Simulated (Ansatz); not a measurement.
I$_{4}$Zr, triplet, geometry from GFN2-xTB (such geometries of metal compounds can be far from the true shape) (the multiplicity is a formal guess) (core potentials on I, Zr); Ansatz (a quantum-chemistry and plane-wave program) with PBE0/def2-SV(P).

Input for Ansatz:
Ansatz 0.2 input:
```yaml
crystal:
  periodic: [false, false, false]
  atoms:
    - {symbol: Zr, position_ang: [-0.00000000, -0.00000000, -0.00000000]}
    - {symbol: I, position_ang: [2.22836995, -0.66220960, -1.64287282]}
    - {symbol: I, position_ang: [0.88226637, 0.41136459, 2.67498982]}
    - {symbol: I, position_ang: [-1.22200803, 2.37986734, -0.97268345]}
    - {symbol: I, position_ang: [-1.88862829, -2.12902234, -0.05943355]}
basis:
  gaussian:
    orbitals: def2-SV_P_.json
hamiltonian:
  xc: pbe0
magnetization: {spin_polarized: true, initial_magnetization: 2}
```
The basis file holds def2-SV(P) in the JSON format of the Basis Set Exchange.

What the program printed (banner, timings and long lists left out):

```
Functional definition: PBE0
1656 factors; integrals over basis functions are off by at most 1.4e-4 eV
mean field evaluation 1: about -33688.4156 eV, gradient 5.9e0 eV
mean field evaluation 2: about -33687.8568 eV, gradient 9.9e0 eV
mean field evaluation 4: about -33688.7662 eV, gradient 5.3e-1 eV
mean field evaluation 8: about -33688.8274 eV, gradient 1.9e-1 eV
mean field evaluation 16: about -33688.8318 eV, gradient 1.3e-2 eV
mean field evaluation 32: about -33688.8703 eV, gradient 6.0e-2 eV
mean field evaluation 64: about -33688.8317 eV, gradient 5.4e-2 eV
mean field evaluation 96: about -33688.8384 eV, gradient 3.8e-1 eV
mean field evaluation 128: about -33688.7419 eV, gradient 1.8e0 eV
mean field evaluation 160: about -33688.8362 eV, gradient 1.7e-1 eV
mean field evaluation 192: about -33688.8690 eV, gradient 1.1e-1 eV
mean field -33688.87128452 eV, -1238.0431845690 hartree, gradient 3.6e-6 eV, S^2 2.006643; 18 other end points of the search recorded, 0 dependent functions left out
reference -33688.87132371 eV, -1238.0431860091 hartree; 57, 55 occupied and 71, 73 virtual orbitals, 1656 factors
Total energy: -33688.87132371 eV, -1238.0431860091 hartree
```
